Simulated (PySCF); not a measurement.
C2H4BF2N, SMILES NB(F)/C=C\F. Atoms are numbered in the order given.

```xyz
10

N     -1.3652    -0.8141     0.0000
B      0.0344    -0.9408     0.0000
F      0.5705    -2.1876     0.0000
C      1.0159     0.2797     0.0000
C      0.6734     1.5781     0.0000
F     -0.6153     1.9930     0.0000
H     -1.9879    -1.6214     0.0000
H     -1.8245     0.0951     0.0000
H      2.1025     0.0927     0.0000
H      1.3619     2.4411     0.0000
```

Geometry optimised at PBE-D3(BJ)/def2-SVP. The structure was generated by enumeration; whether it is a known compound was not checked. The values are those of a single conformer.

The numbers are results of TDDFT-PBE/def2-SVPD run with PySCF, not measurements.

Vertical excitations. Isolated molecule, no solvent. State labels are in the subgroup Cs.

```json
[
 {"state": "S1", "symmetry": "A'", "energy (eV)": "5.50", "λ (nm)": "226", "f": "0.106", "main pairs": "HOMO→LUMO 68 %, HOMO−1→LUMO 29 %"},
 {"state": "S2", "symmetry": "A\"", "energy (eV)": "6.31", "λ (nm)": "197", "f": "0.000", "main pairs": "HOMO→LUMO+1 100 %"},
 {"state": "S3", "symmetry": "A'", "energy (eV)": "6.44", "λ (nm)": "193", "f": "0.198", "main pairs": "HOMO−1→LUMO 62 %, HOMO→LUMO 28 %"},
 {"state": "S4", "symmetry": "A\"", "energy (eV)": "6.55", "λ (nm)": "189", "f": "0.000", "main pairs": "HOMO−2→LUMO 99 %"},
 {"state": "S5", "symmetry": "A\"", "energy (eV)": "6.97", "λ (nm)": "178", "f": "0.011", "main pairs": "HOMO→LUMO+2 97 %"},
 {"state": "S6", "symmetry": "A\"", "energy (eV)": "7.16", "λ (nm)": "173", "f": "0.038", "main pairs": "HOMO−1→LUMO+1 97 %"},
 {"state": "S7", "symmetry": "A\"", "energy (eV)": "7.47", "λ (nm)": "166", "f": "0.000", "main pairs": "HOMO−3→LUMO 100 %"},
 {"state": "S8", "symmetry": "A\"", "energy (eV)": "7.56", "λ (nm)": "164", "f": "0.005", "main pairs": "HOMO→LUMO+3 99 %"},
 {"state": "S9", "symmetry": "A\"", "energy (eV)": "7.75", "λ (nm)": "160", "f": "0.008", "main pairs": "HOMO→LUMO+4 91 %"},
 {"state": "S10", "symmetry": "A\"", "energy (eV)": "7.79", "λ (nm)": "159", "f": "0.002", "main pairs": "HOMO−1→LUMO+2 93 %"},
 {"state": "T1", "symmetry": "A'", "energy (eV)": "3.90", "λ (nm)": "318", "f": "0", "main pairs": "HOMO→LUMO 92 %"},
 {"state": "T2", "symmetry": "A'", "energy (eV)": "5.02", "λ (nm)": "247", "f": "0", "main pairs": "HOMO−1→LUMO 92 %"},
 {"state": "T3", "symmetry": "A\"", "energy (eV)": "6.09", "λ (nm)": "204", "f": "0", "main pairs": "HOMO−2→LUMO 99 %"},
 {"state": "T4", "symmetry": "A\"", "energy (eV)": "6.18", "λ (nm)": "201", "f": "0", "main pairs": "HOMO→LUMO+1 99 %"}
]
```
Triplets are in the Tamm–Dancoff approximation, which puts them higher than full response would, so one can lie above its singlet here.
